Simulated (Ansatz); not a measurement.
Molecule: sum formula HBOBr, net charge 0, doublet state. It need not be the lowest isomer of its formula. 
Geometry from a B3LYP-D3(BJ)/def2-TZVP (Ansatz, a first-principles code) optimisation:
```
B
O 1 1.3250
H 2 0.9698 1 117.31
Br 1 1.9367 2 125.79 3 0.00
```
Charge 0, spin multiplicity 2.

Property: atomisation energy (electronic, to ground-state atoms), in kcal/mol. Cores are frozen in the correlated levels unless marked. Open shells are spin-unrestricted. No spin-orbit coupling. Frozen are the shells of the preceding noble gas and the d and f shells that filled before the atom's block. No relativistic terms. The coupled-cluster limit lacks core correlation, which all-electron functionals hold. CBS(X,Y): correlation extrapolated as X^-3; Hartree-Fock from the larger set (for Q and 5 zeta extrapolated as (X+1)exp(-9√X)).

```
level      program  atomisation energy (kcal/mol)
---------  -------  -----------------------------
HF/STO-3G   Ansatz                          262.3
```

Question: Estimate the value at CCSD(T)/CBS(cc-pVQZ,cc-pV5Z) as computed with Ansatz.

Answer: 323.5 kcal/mol, so HF/STO-3G differs from it by -61.2 kcal/mol.
